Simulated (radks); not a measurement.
The nuclear charge of neutral sulfur is varied continuously with 16 electrons held in [Ne] 3s2 3p4. All-electron calculation, non-relativistic Kohn-Sham, PBE, spin-polarised, spherical densities, point nucleus; open shells are filled with parallel spins first. Program: a radial shooting solver on a logarithmic mesh with Libxc functionals. By the Hellmann-Feynman theorem dE/dZ = E(electron-nucleus)/Z, the electronic potential at the nucleus.

Z,E (hartree),E(electron-nucleus)/Z (hartree),HOMO,e(HOMO) (eV),<r> HOMO (bohr)
15.8,-386.20456,-58.2331,3p,-4.019,2.234
15.9,-392.05159,-58.7074,3p,-4.984,2.174
16,-397.94603,-59.1813,3p,-5.991,2.119
16.1,-403.88784,-59.6548,3p,-7.039,2.068
16.2,-409.87698,-60.1280,3p,-8.127,2.021
16.3,-415.91342,-60.6008,3p,-9.254,1.977
16.4,-421.99712,-61.0733,3p,-10.420,1.935
16.5,-428.12807,-61.5456,3p,-11.624,1.896
16.6,-434.30623,-62.0176,3p,-12.866,1.859
16.7,-440.53159,-62.4894,3p,-14.145,1.823
16.8,-446.80411,-62.9610,3p,-15.460,1.790
16.9,-453.12377,-63.4323,3p,-16.812,1.758
17,-459.49057,-63.9035,3p,-18.199,1.727

The central difference of E at Z = 16 is -59.181 hartree, to compare with the third column; the second derivative is -4.74 hartree.
